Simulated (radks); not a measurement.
The numbers below are computed, except where a source is named.
Question: The arsenic ion As+, 32 electrons, occupied as [Ar] 3d10 4s2 4p2. Code: a radial shooting solver on a logarithmic mesh with Libxc functionals. Model: Dirac Kohn-Sham, XLYP, spin-unpolarised, spherical densities, point nucleus; open shells fill j = l - 1/2 first. Some entries of the table are withheld. Estimate them.

orbital  occ.  eigenvalue (hartree)  <1/r> (bohr^-1)
1s1/2       2             -431.0737            33.47
2s1/2       2             -54.98451            7.416
2p1/2       2             -49.17062            7.381
2p3/2       4             -47.82550            7.167
3s1/2       2                   (1)            2.395
3p1/2       2              -5.38114              (2)
3p3/2       4              -5.19612              (3)
3d3/2       4              -1.85740            1.917
3d5/2       6              -1.83056            1.903
4s1/2       2              -0.85251           0.7045
4p1/2       2              -0.49265           0.5676
4p3/2       0              -0.48032           0.5568

Answer: 
(1) 3s1/2 eigenvalue (hartree): -7.33340
(2) 3p1/2 <1/r> (bohr^-1): 2.271
(3) 3p3/2 <1/r> (bohr^-1): 2.220
